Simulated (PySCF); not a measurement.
Molecule: SMILES CO[C@@H]1CCSCS1, C5H10OS2.

Geometry (Å), atoms numbered from 1 in this order:
```xyz
18

C     2.287    0.295   -0.814
O     1.072   -0.340   -0.489
C     0.604   -0.067    0.787
C    -0.479   -1.072    1.171
C    -1.600   -1.157    0.146
S    -2.643    0.337    0.141
C    -1.351    1.512   -0.328
S    -0.041    1.667    0.916
H     2.196    1.383   -0.729
H     3.093   -0.046   -0.155
H     2.511    0.022   -1.842
H     1.415   -0.088    1.528
H    -0.009   -2.055    1.252
H    -0.882   -0.793    2.146
H    -1.195   -1.293   -0.857
H    -2.274   -1.978    0.384
H    -1.813    2.489   -0.431
H    -0.898    1.190   -1.264
```

Frames of a GFN2-xTB Langevin trajectory at 400 K; GIAO PBE0/pcSseg-1 shieldings in PySCF 2.14.0 with density-fitted response routines, gas phase, non-relativistic; equivalent atoms averaged within each frame.

Chemical shifts δ = σref − σ; 13C (σref 186.93) and 1H (σref 31.72) against TMS; 17O (σref 336.08) against H2O; CS2 for 33S (σref 503.73), all at this level. The references are static minima.

How do the shifts (ppm) fluctuate along the trajectory?

## Answers


```
         time (fs)    C3    C1    C7    C4    C5    O2   S8  S6   H18   H15
               250  79.8  64.4  43.4  41.8  39.9  36.7   89  69  5.41  4.76
               425  85.8  55.9  33.8  42.6  29.1  36.4   28  32  4.13  3.73
               625  94.7  64.8  44.3  44.5  35.8  49.4   60  78  5.32  4.07
               800  91.0  57.1  34.7  37.0  40.4  45.8  103  76  2.99  4.05
              1000  96.1  58.9  47.9  39.1  38.7  50.6  151  99  5.87  3.26
    mean of frames  89.5  60.2  40.8  41.0  36.8  43.8   86  71  4.74  3.97
standard deviation   6.7   4.2   6.2   3.0   4.6   6.8   46  24  1.17  0.55
```

5 frames give an uncertainty of the mean of about the standard deviation over 2.2 at best, since frames this close in time may not be independent; classical motion lacks zero-point vibration, and the reference would need the same averaging.
